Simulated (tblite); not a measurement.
CH9FOSi3.
Bonds: C1–Si2, Si2–O3, O3–Si4, Si4–Si5, Si5–F6. Hydrogens: H7, H8, H9 on C1; H10, H11 on Si2; H12, H13 on Si4; H14, H15 on Si5.

Computed with GFN2-xTB (tblite), gas phase: L-BFGS steps from a force-field or distance-geometry start until the largest atomic force falls under 0.01 eV/Å.

The end geometry, which sets the zero of energy:
```
atom  x, y, z in Å
C1     -2.5734    0.3015   -0.5727
Si2    -1.5410   -1.0813    0.2096
O3     -0.0122   -0.5665    0.3923
Si4     1.1986    0.4328    0.8091
Si5     2.7386    0.2149   -0.8763
F6      3.8910    1.3135   -0.5736
H7     -2.1560    0.6158   -1.5260
H8     -3.5940   -0.0214   -0.7521
H9     -2.6138    1.1778    0.0694
H10    -1.4007   -2.2382   -0.6742
H11    -2.0463   -1.4354    1.5368
H12     0.6317    1.7813    0.9749
H13     1.6265   -0.0146    2.1429
H14     3.5090   -1.0283   -0.9495
H15     2.3376    0.5561   -2.2440
```

**Question.** These geometries come from the run, each turned onto the end geometry. Order them by energy, lowest first.
A.
```
atom  x, y, z in Å
C1     -2.9031    0.1929   -0.4989
Si2    -1.5693   -0.9981    0.1511
O3     -0.0740   -0.3953   -0.0732
Si4     1.1984    0.4019    0.5486
Si5     3.0522    0.2734   -0.8057
F6      4.2238    0.9024    0.1239
H7     -3.3434   -0.1738   -1.4230
H8     -3.7343    0.2668    0.1963
H9     -2.5175    1.1955   -0.6750
H10    -1.5595   -2.2361   -0.6178
H11    -1.7343   -1.2703    1.5807
H12     0.7822    1.8034    0.6790
H13     1.4033   -0.1110    1.9049
H14     3.6669   -1.0109   -1.1488
H15     3.1043    1.1671   -1.9755
```
B.
```
atom  x, y, z in Å
C1     -2.9639    0.1974   -0.4418
Si2    -1.5486   -0.9390    0.1276
O3     -0.0922   -0.4341   -0.4234
Si4     1.1304    0.3377    0.3227
Si5     3.1129    0.2939   -0.8119
F6      4.0541    0.9050    0.3593
H7     -3.4802   -0.1634   -1.3280
H8     -3.7160    0.3002    0.3380
H9     -2.5814    1.1897   -0.6672
H10    -1.5664   -2.3140   -0.3489
H11    -1.5184   -0.9133    1.5917
H12     0.5619    1.6377    0.6532
H13     1.3165   -0.3080    1.6262
H14     3.8221   -0.9537   -1.1019
H15     3.4648    1.1721   -1.9291
```
C.
```
atom  x, y, z in Å
C1     -2.8669    0.1656   -0.3892
Si2    -1.3942   -0.8986    0.0505
O3     -0.1019   -0.3930   -0.8018
Si4     1.0190    0.3151    0.1377
Si5     3.1324    0.3598   -0.6531
F6      4.0453    0.9826    0.5061
H7     -3.3823   -0.2475   -1.2357
H8     -3.5468    0.2348    0.4462
H9     -2.5019    1.1454   -0.6330
H10    -1.6816   -2.3085   -0.0937
H11    -1.1146   -0.6096    1.4680
H12     0.5333    1.6315    0.5862
H13     1.0456   -0.5726    1.3014
H14     3.5062   -1.0201   -0.9231
H15     3.3041    1.2232   -1.7998
```
D.
```
atom  x, y, z in Å
C1     -2.6964    0.2408   -0.5664
Si2    -1.5183   -1.0723    0.1341
O3     -0.0353   -0.4295    0.2842
Si4     1.2031    0.4934    0.7821
Si5     2.8148    0.2236   -0.8217
F6      4.0897    1.0700   -0.2849
H7     -2.8207    0.1585   -1.6452
H8     -3.6833    0.1447   -0.1199
H9     -2.3331    1.2455   -0.3559
H10    -1.2845   -2.2003   -0.7661
H11    -1.9454   -1.5092    1.4654
H12     0.7120    1.8754    0.9189
H13     1.5295    0.0282    2.1387
H14     3.3950   -1.0996   -1.0658
H15     2.5686    0.8388   -2.1310
```
E.
```
atom  x, y, z in Å
C1     -2.6237    0.2915   -0.5620
Si2    -1.5427   -1.0732    0.1873
O3     -0.0002   -0.5639    0.2424
Si4     1.1863    0.4184    0.7619
Si5     2.8046    0.2392   -0.8526
F6      3.9506    1.3163   -0.4610
H7     -2.4010    0.4472   -1.6148
H8     -3.6780    0.0425   -0.4852
H9     -2.4701    1.2399   -0.0523
H10    -1.4652   -2.2582   -0.6662
H11    -1.9615   -1.3890    1.5548
H12     0.6076    1.7578    0.9637
H13     1.5525   -0.0722    2.0987
H14     3.5649   -1.0114   -0.9219
H15     2.4714    0.6231   -2.2263
```

**Answer.** E (0.003 eV), D (0.026 eV), A (0.097 eV), B (0.234 eV), C (0.833 eV).

In the order of the answer:

```csv
step,E above end (eV),largest force (eV/Å),rms force component (eV/Å),rms distance from end (Å),rms bond change (Å),bond most changed (Å)
115,0.003,0.02,0.010,0.146,0.001,Si2–O3 +0.002
91,0.026,0.10,0.031,0.353,0.002,Si4–Si5 -0.004
34,0.097,0.19,0.072,0.654,0.004,C1–Si2 +0.008
16,0.234,0.38,0.092,0.807,0.007,Si4–H12 -0.015
3,0.833,1.03,0.307,0.936,0.016,Si4–Si5 -0.036
```

What follows is the cost of the whole relaxation. The run took 1.0 s on one thread, Arm Neoverse V1 (aarch64), on a shared host.
